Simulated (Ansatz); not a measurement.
The cluster Si2S2, relaxed as a singlet with RKS PBE0-D4/def2-TZVP in Ansatz, starting from the GFN2-xTB geometry. Force threshold 0.02 eV/Å.

Another isomer (singlet) lies 1.13 eV lower at PBE0-D4/def2-TZVP; other spin states weren't run for this one.

Start:

Cartesian coordinates in Å:
```
Si -1.160 0.164 0.903
Si -0.635 -0.627 -1.178
S 0.719 1.162 -0.265
S 1.076 -0.698 0.539
```

| step | energy (eV) | largest force component (eV/Å) | SCF passes |
| --- | --- | --- | --- |
| 1 | -37413.1630 | 1.195 | 16 |
| 2 | -37413.4779 | 0.600 | 20 |
| 3 | -37413.5080 | 0.064 | 21 |
| 4 | -37413.5083 | 0.002 | 22 |

Force components are those of the run's own axes.

End:

Cartesian coordinates in Å:
```
Si -1.0671 0.2101 0.9653
Si -0.5197 -0.6197 -1.2086
S 0.6142 1.1372 -0.2794
S 0.9726 -0.7276 0.5226
```

By distances, no bond broke or formed. The bond that changes most is Si1–S3, from 2.43 to 2.29 Å (atoms count from 1).

No frequencies were taken in this run, so the end may be a saddle point.

Hardware: 4 threads of Arm Neoverse V2 on a shared host. Wall time 4.7 s.
